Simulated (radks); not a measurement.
Q: The zinc ion Zn+, [Ar] 3d10 4s1. Calculated with a radial shooting solver on a logarithmic mesh with Libxc functionals: non-relativistic Kohn-Sham, PBE, spin-polarised, spherical densities, point nucleus. Every spin shell is full or empty, so the densities are truly spherical. Functionals are evaluated on that one density, not self-consistently. Rank these exchange functionals by their error against the exact value of the orbitals, and give that value: LDA, B88, PBE, PBEsol, PW86, SOGGA, G96, APBE, TPSS, revTPSS, SCAN, r2SCAN.

A: Exact: -69.3147 hartree. From best to worst, with 100 (|E| - |E exact|)/|E exact| (equal figures are ties): PBE -0.10, r2SCAN +0.21, TPSS +0.30, B88 +0.39, revTPSS -0.45, SCAN +0.46, PW86 +0.48, G96 +0.62, APBE +0.80, PBEsol -2.38, SOGGA -2.40, LDA -5.68.
